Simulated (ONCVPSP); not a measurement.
## silicon, ONCV: configuration errors across variants

| Property | Result |
| --- | --- |
| Element | silicon (Si) |
| Generator | ONCVPSP 4.0.1 |
| Type | optimised norm-conserving Vanderbilt (ONCV) |
| Functional | LDA (Perdew-Zunger) |
| Relativity | scalar-relativistic |
| Frozen core | [He] |
| Valence charge | 12 |
| Reference configuration | 2s2 2p6 3s2 3p2 |
| Partial waves | 2s+3s: rc 1.00 bohr, ncon 3, nbas 7, qcut 10.9 1/bohr, 2 projectors; 2p+3p: rc 0.80 bohr, ncon 4, nbas 7, qcut 15.1 1/bohr, 2 projectors |
| Local potential | polynomial inside 0.50 bohr (lpopt 2, dvloc0 0 Ha) |
| Core correction | none |

All-electron excitation energies from the reference (eV): (1) 2s2 2p6 3s2 3p1 7.829; (2) 2s2 2p6 3s2 3p0 23.943; (3) 2s2 2p6 3s1 3p0 58.088; (4) 2s1 2p6 3s2 3p2 152.287.

Errors AE − PS in meV (a dash: test not solved or not reliable):

```csv
change,(1),(2),(3),(4),bound ghosts,GHOST(+) flags above zero
base,+0.4,+2.4,+0.8,-370,none,none
s: qcut 8.3,+0.4,+2.4,+1.1,-302,none,none
"local potential polynomial inside 0.50 bohr (lpopt 2, dvloc0 -0.5 Ha)",+0.4,+2.4,+0.8,-370,none,none
p: rc 0.54,+0.2,+1.4,-0.5,-283,none,none
"local potential polynomial inside 0.70 bohr (lpopt 4, dvloc0 1 Ha)",+0.4,+2.4,+0.9,-367,none,none
"all radii scaled by about 0.86 (s 0.86, p 0.68 bohr); local potential polynomial inside 0.42 bohr (lpopt 2, dvloc0 0 Ha)",+0.3,+2.0,+0.6,-272,none,none
s: nproj 4,+0.4,+2.4,+0.6,-386,none,s
"core correction Teter function fitted to the true core (icmod 2), fcfact 0.6",+0.4,+2.4,+0.6,-397,none,none
```

(1) Give the same row for: s: qcut 6.9; p: qcut 9.6.

Answers

(1) +0.5, +3.2, +2.6, -275; bound ghosts: none; GHOST(+) flags above zero: none.
